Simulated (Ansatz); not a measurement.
```yaml
crystal:
  periodic: [false, false, false]
  atoms:
    - {symbol: C, position_ang: [-1.461823, 0.204315, 0.492834]}
    - {symbol: C, position_ang: [0.045015, 0.401340, 0.258789]}
    - {symbol: Si, position_ang: [0.998613, -1.170131, 0.615984]}
    - {symbol: Al, position_ang: [0.508473, 1.082507, -1.502911]}
    - {symbol: F, position_ang: [-0.623240, 0.950140, -2.700752]}
    - {symbol: H, position_ang: [-1.881629, -0.518178, -0.211333]}
    - {symbol: H, position_ang: [-1.672584, -0.165783, 1.501563]}
    - {symbol: H, position_ang: [-2.024842, 1.132339, 0.364961]}
    - {symbol: H, position_ang: [0.454917, 1.140365, 0.964725]}
    - {symbol: H, position_ang: [0.757523, -1.648443, 2.006164]}
    - {symbol: H, position_ang: [2.461811, -0.951961, 0.433861]}
    - {symbol: H, position_ang: [0.577580, -2.250861, -0.320446]}
    - {symbol: H, position_ang: [1.880585, 1.759751, -1.888840]}
basis:
  gaussian: {orbitals: aug-cc-pVDZ, final_grid: {core_spheres: 1, valence_spheres: 1, degree: 5}}
hamiltonian: {xc: {name: PBE}}
accuracy: high
```

```sh
$ ansatz run in.yaml --threads 4 --pin off --events-out ev --progress --plain --max-ram 10444MiB
```

It prints (some lines left out):

```
Functional definition: PBE
3888 factors; integrals over basis functions are off by at most 3.5e-9 eV
mean field evaluation 1: about -19366.2685 eV, gradient 8.6e1 eV
mean field evaluation 2: about -19288.7901 eV, gradient 1.8e2 eV
mean field evaluation 4: about -19384.0167 eV, gradient 7.9e0 eV
mean field evaluation 8: about -19341.4655 eV, gradient 6.7e1 eV
mean field evaluation 16: about -19351.5330 eV, gradient 3.8e-1 eV
mean field evaluation 32: about -19351.5350 eV, gradient 8.7e-5 eV
mean field -19351.53504776 eV, -711.1557960636 hartree, gradient 5.7e-8 eV, S^2 0.000000; 0 other end points of the search recorded, 0 dependent functions left out
reference -19351.53505128 eV, -711.1557961928 hartree; 28, 28 occupied and 167, 167 virtual orbitals, 3888 factors
Total energy: -19351.53505128 eV, -711.1557961928 hartree
```

What is wrong with this run?

The integration grid is far too coarse. Self-consistency was reached. The result belongs to that input, not to the molecule as meant.
